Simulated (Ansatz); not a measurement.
Reactions of CH4Mg (`[CH3][MgH]`).

Computed with Ansatz on PBE0-D4/def2-TZVP structures; ΔE is electronic, products minus reactants. CBS: MP2 limit from def2 TZ/QZ plus the TZ coupled-cluster correction, frozen cores. This one scheme is used for every species, atoms too. Functionals use def2-TZVPP. No spin–orbit coupling; open shells (•) take unrestricted orbitals. Spin–orbit coupling would lower the free atoms: a little for Cl. For Mg outer-core shells are correlated without core-valence functions, so the limit isn't a true one: a few kJ/mol of doubt a bond, and 10 to 20 or more in all where bonds break to atoms. One conformer a species, not always the lowest.

| reaction | MP2/CBS(def2) (kJ/mol) | PBE0-D4 (kJ/mol) | r2SCAN-D4 (kJ/mol) | ωB97M-V (kJ/mol) | CCSD(T)/CBS(def2) (kJ/mol) |
| --- | --- | --- | --- | --- | --- |
| `[CH3][MgH]` + `C[Si]SC` → `CC[Si]SC` + `[MgH2]` | 60 | 51 | 56 | 53 | 56 |
| `[CH3][MgH]` + CH₃OH → `C[O][MgH]` + CH₄ | -149 | -137 | -147 | -141 | -144 |
| `[CH3][MgH]` + Cl• → `[CH3][Mg]`• + HCl | -152 | -157 | -155 | -138 | -134 |
| `[CH3][MgH]` + HCl → `[MgH][Cl]` + CH₄ | -229 | -225 | -232 | -226 | -225 |
| `[CH3][MgH]` + H–F → `[F][MgH]` + CH₄ | -207 | -199 | -210 | -205 | -203 |
| `[CH3][MgH]` + `NB1CO1` → `CC1OB1N` + `[MgH2]` | 23 | 12 | 15 | 14 | 20 |

Largest T1 diagnostic: 0.014, for `C[Si]SC`.
